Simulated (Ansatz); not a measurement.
Process, species as SMILES: [C]Br (C-Br) → Br atom + C atom
B3LYP-D3(BJ)/def2-TZVP geometries, fixed; electronic energies without zero-point terms.

Basis-set convergence of the atomisation energy at r2SCAN with Ansatz (a program for electronic structure). Cartesian d functions, on some or all atoms, in 3-21G; all else is spherical. The program fits the integrals of some runs and decomposes those of others, by size. Open shells are unrestricted. No added dispersion term, no relativity. Functions are those of the species that has most. Reference: the value in aug-cc-pV5Z, 87.17 kcal/mol, itself unsure by roughly 0.06 kcal/mol (its mean distance from pcseg-4, aug-pcseg-3, aug-cc-pVQZ). Deviations are taken from unrounded values.

| basis | functions | atomisation energy (kcal/mol) | minus reference (kcal/mol) |
|---|---|---|---|
| pcseg-0 | 31 | 64.87 | -22.30 |
| 3-21G | 32 | 73.37 | -13.81 |
| cc-pVDZ | 41 | 84.80 | -2.37 |
| aug-pcseg-1 | 59 | 83.87 | -3.30 |
| def2-SVPD | 61 | 85.99 | -1.19 |
| pcseg-2 | 73 | 86.62 | -0.55 |
| cc-pVQZ | 123 | 87.03 | -0.14 |
| pcseg-3 | 128 | 87.03 | -0.14 |
| def2-QZVPP | 146 | 86.97 | -0.21 |
| def2-QZVPPD | 161 | 87.08 | -0.09 |
| aug-cc-pVQZ | 173 | 87.17 | 0.00 |
| cc-pV5Z | 195 | 87.10 | -0.07 |
| pcseg-4 | 212 | 87.09 | -0.08 |

The smallest set listed that lies within 4 kcal/mol of the reference with all its larger relatives (same family, alike in diffuse functions; a set with none counts only in the reference's own line) is cc-pVDZ (41 functions, -2.37 kcal/mol off). Inside, with no larger relative to test it: def2-QZVPP. (Relatives not listed, tested too: cc-pVTZ -0.53, def2-TZVPD 0.01, def2-TZVPPD 0.01, aug-pcseg-2 -0.31, aug-pcseg-3 -0.09, aug-cc-pV5Z 0.00 kcal/mol.)
